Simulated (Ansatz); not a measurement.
Cost and result for the atomization energy of C2H7NOSi (`C1CO[SiH2]N1`) (12 atoms, 12 bonds).

```xyz
12

C    -0.526    0.556    0.834
C     0.225   -0.759    1.026
O     1.124   -0.924   -0.064
Si    0.547   -0.154   -1.409
N    -0.749    0.641   -0.603
H    -1.470    0.534    1.387
H     0.075    1.392    1.220
H    -0.482   -1.597    1.044
H     0.798   -0.766    1.956
H     1.613    0.708   -1.991
H     0.085   -1.085   -2.471
H    -1.240    1.456   -0.928
```

The species carries charge 0 and has multiplicity 1. All single points use the PBE0-D4/def2-TZVP geometry. Program: Ansatz. All runs use 4 threads of a server CPU on a shared host. Times are those of one run each, without the atoms' runs, and a repeat can differ threefold. Electronic energies, without spin–orbit coupling; frozen cores. CCSD(T)/CBS adds CCSD(T) − MP2 in def2-TZVPP to the MP2 limit, and its time is that of the two runs behind it. T1 = 0.011.

CCSD(T)/CBS is a level of theory with its own doubt, some kJ/mol a heavy atom from the limit and from the frozen cores, so smaller differences don't rank the functionals.

```
                             level  functions  wall time
            LDA (SPW92)/def2-TZVPP        264      3.1 s
              revPBE-D4/def2-TZVPP        264      4.3 s
                BLYP-D4/def2-TZVPP        264      4.3 s
               BHLYP-D4/def2-TZVPP        264        6 s
   PBE-D4/def2-TZVPP (with forces)        264        6 s
           CAM-B3LYP-D4/def2-TZVPP        264        7 s
r2SCAN-D4/def2-TZVPP (with forces)        264        9 s
             r2SCANh-D4/def2-TZVPP        264      9.1 s
                  CCSD(T)/def2-SVP        109       10 s
               PBE-QIDH/def2-TZVPP        264       12 s
                    MP2/def2-QZVPP        508       53 s
                CCSD(T)/def2-TZVPP        264    3.4 min
                 CCSD(T)/CBS(def2)          –    4.3 min
```

(1) What atomization energy does each give, and how far from CCSD(T)/CBS? (Best estimate.)

Results:

(1) Computed: 
| level | atomization (kcal/mol) | difference from CCSD(T)/CBS | per bond |
| --- | --- | --- | --- |
| LDA (SPW92)/def2-TZVPP | 1259.4 | 160.2 | 13.3 |
| revPBE-D4/def2-TZVPP | 1090.5 | -8.7 | -0.7 |
| BLYP-D4/def2-TZVPP | 1095.5 | -3.7 | -0.3 |
| BHLYP-D4/def2-TZVPP | 1067.3 | -31.9 | -2.7 |
| PBE-D4/def2-TZVPP (with forces) | 1117.2 | 18.0 | 1.5 |
| CAM-B3LYP-D4/def2-TZVPP | 1105.3 | 6.1 | 0.5 |
| r2SCAN-D4/def2-TZVPP (with forces) | 1097.2 | -2.0 | -0.2 |
| r2SCANh-D4/def2-TZVPP | 1090.7 | -8.5 | -0.7 |
| CCSD(T)/def2-SVP | 1029.5 | -69.7 | -5.8 |
| PBE-QIDH/def2-TZVPP | 1090.7 | -8.5 | -0.7 |
| MP2/def2-QZVPP | 1104.2 | 5.0 | 0.4 |
| CCSD(T)/def2-TZVPP | 1068.2 | -31.0 | -2.6 |
| CCSD(T)/CBS(def2) | 1099.2 | 0.0 | 0.0 |

At CCSD(T), def2-SVP lies −69.7 kcal/mol from the extrapolated value and def2-TZVPP −31.1 kcal/mol: correlation converges slowly with the basis, and small sets miss more of it in the bonded molecule than in its fragments. From BLYP to BHLYP (50 % exact exchange), in def2-TZVPP and without D4, the atomization energy moves by −21.6 kcal/mol: exact exchange takes away binding that semilocal exchange gives to molecules. In def2-TZVPP, CCSD(T) changes the Hartree–Fock value by +280.8 kcal/mol (the triples alone add +15.8 kcal/mol) and MP2 by +298.2 kcal/mol; breaking electron pairs costs correlation energy, which Hartree–Fock lacks.
